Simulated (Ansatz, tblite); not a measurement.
Removing an electron: GaMe2(acac) (C₇H₁₃GaO₂). The state is a singlet with charge 0. Geometry: r2SCAN-D4/def2-SVP. Ansatz, gas phase; energy differences of separate SCF runs; the oxidised species was run as a doublet alone.

```xyz
23

Ga   -0.320    0.315   -1.536
C     0.440   -1.005   -2.771
H     1.042   -1.742   -2.216
H     1.090   -0.532   -3.524
H    -0.352   -1.550   -3.309
C    -1.387    1.929   -1.855
H    -1.711    2.366   -0.898
H    -2.286    1.713   -2.454
H    -0.802    2.691   -2.395
O     1.121    0.836   -0.310
C     1.241    0.490    0.914
C     2.461    1.023    1.610
C     0.334   -0.328    1.616
C    -0.842   -0.877    1.067
C    -1.737   -1.730    1.920
O    -1.238   -0.709   -0.135
H     2.532    0.701    2.657
H     3.358    0.696    1.061
H     2.448    2.123    1.562
H     0.556   -0.549    2.661
H    -1.383   -1.823    2.954
H    -1.813   -2.732    1.466
H    -2.753   -1.305    1.912
```

The xTB rows come from tblite. HSE06 is defined as in plane-wave codes, on full-range PBE exchange. Single mean-field runs in def2-TZVP are fitted with def2-universal-jkfit.

```csv
level,−HOMO (eV),vertical IE (eV),−LUMO (eV),HOMO–LUMO gap (eV)
GFN1-xTB,10.50,13.04,8.12,2.38
GFN2-xTB,9.97,12.54,7.67,2.29
PBE-D4/def2-TZVP,5.58,7.99,2.45,3.13
PBE0-D4/def2-TZVP,6.69,8.30,1.57,5.12
HSE06-D4/def2-TZVP,6.29,8.27,1.95,4.34
```

Relaxing the oxidised species (r2SCAN-D4/def2-SVP) changes its energy by -0.14 eV at PBE-D4/def2-TZVP, so the adiabatic ionisation energy to this nearest minimum is 7.85 eV. At PBE0-D4/def2-TZVP it is 8.13 eV.   Raw xTB energy differences between charge states are shifted by several eV; the methods need an empirical correction for them.
